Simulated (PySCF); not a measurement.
## (LiCl)4 ring: computed shieldings and shifts

(LiCl)4 ring, Cl4Li4, point group D2h.

Cartesian coordinates in Å; atom numbers follow the order of the lines, from 1:
```xyz
8

Li   -0.077   -0.592   -2.495
Cl   -2.089   -0.029   -1.971
Li   -2.521    0.534    0.070
Cl   -2.020    0.936    2.133
Li    0.076    0.591    2.494
Cl    2.090    0.032    1.970
Li    2.521   -0.532   -0.070
Cl    2.019   -0.940   -2.132
```

GIAO calculations in PySCF 2.14 on the PBE0-D3(BJ)/def2-SVP structure: isolated species, non-relativistic, equivalent atoms averaged; basis pcSseg-1.

(1) Give the isotropic shieldings (ppm) with B3LYP, PBE0.

(2) And the chemical shifts, against references computed in the same way?

(3) Which part of the shielding of Cl2/Cl4/Cl6/Cl8 depends on the functional?

## Answers

(1) 
```csv
atoms,environment,B3LYP,PBE0
Cl2/Cl4/Cl6/Cl8,chlorine bonded to 2 Li,1047,1054
Li1/Li3/Li5/Li7,lithium bonded to 2 Cl,89.2,89.8
HOMO–LUMO gap (eV),–,7.35,7.88
```

(2) 
| atoms | nucleus, reference | B3LYP | PBE0 |
| --- | --- | --- | --- |
| Cl2/Cl4/Cl6/Cl8 | 35Cl, HCl | -117 | -111 |

(3) Diamagnetic: B3LYP 1150, PBE0 1150 ppm; paramagnetic: B3LYP -103, PBE0 -96 ppm. The diamagnetic part, set mainly by inner electrons, hardly moves; the paramagnetic part goes with low-lying magnetically allowed excitations and carries the spread.
